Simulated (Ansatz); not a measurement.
The cluster Ga3⁺ (the lowest singlet isomer of a short search), 3 atoms. Hardware: 4 threads of Arm Neoverse V1 on a shared host.

Correlated methods freeze 27 core orbitals; core or outer-core shells of Ga are correlated, in sets that lack core-valence functions.

(1) How many basis functions does each of these Ansatz runs have, and roughly what does it cost? CCSD(T)/def2-TZVPP, charge 1 quintet, energy, from earlier orbitals; PBE-D4/def2-TZVP, charge 1 singlet, relaxation, 3 steps; PBE-QIDH/def2-TZVP, charge 1 triplet, energy, from earlier orbitals; LC-ωPBE/def2-TZVP, charge 1 triplet, energy, from earlier orbitals; PBE0-D4/def2-SVP, charge 1 triplet, energy with a search over starts; r2SCAN-D4/def2-TZVP, charge 1 unrestricted singlet, energy, from earlier orbitals; r2SCAN-D4/def2-TZVP, charge 1 triplet, energy, from earlier orbitals; MP2/def2-TZVP, charge 1 singlet, energy, from earlier orbitals; HF/STO-3G, charge 1 triplet, energy; LC-ωPBE/def2-TZVP, charge 1 quintet, energy, from earlier orbitals; HSE06-D4/def2-TZVP, charge 1 quintet, energy, from earlier orbitals; PBE-D4/def2-TZVP, charge 1 triplet, energy, from earlier orbitals.

Answers

(1) Other jobs shared the machine, so times can vary by a factor of up to 3. A dash marks memory too small to be measured apart from the calling script's.

| run | functions | fitting or Cholesky vectors | wall time | peak host memory (GiB) |
| --- | --- | --- | --- | --- |
| MP2/def2-TZVP, charge 1 singlet, energy, from earlier orbitals | 144 | 978 | 2.3 s | – |
| PBE-D4/def2-TZVP, charge 1 triplet, energy, from earlier orbitals | 144 | 1104 | 2.4 s | – |
| PBE-D4/def2-TZVP, charge 1 singlet, relaxation, 3 steps | 144 | 1104 | 3.1 s | – |
| HSE06-D4/def2-TZVP, charge 1 quintet, energy, from earlier orbitals | 144 | 973 | 4.1 s | – |
| HF/STO-3G, charge 1 triplet, energy | 54 | 522 | 4.9 s | – |
| r2SCAN-D4/def2-TZVP, charge 1 triplet, energy, from earlier orbitals | 144 | 1104 | 6.5 s | – |
| LC-ωPBE/def2-TZVP, charge 1 quintet, energy, from earlier orbitals | 144 | 1104 | 7 s | – |
| PBE-QIDH/def2-TZVP, charge 1 triplet, energy, from earlier orbitals | 144 | 977 | 7.5 s | – |
| LC-ωPBE/def2-TZVP, charge 1 triplet, energy, from earlier orbitals | 144 | 1104 | 8.5 s | – |
| PBE0-D4/def2-SVP, charge 1 triplet, energy with a search over starts | 96 | 957 | 11 s | – |
| r2SCAN-D4/def2-TZVP, charge 1 unrestricted singlet, energy, from earlier orbitals | 144 | 1104 | 15 s | – |
| CCSD(T)/def2-TZVPP, charge 1 quintet, energy, from earlier orbitals | 144 | 973 | 29 s | 1.3 |
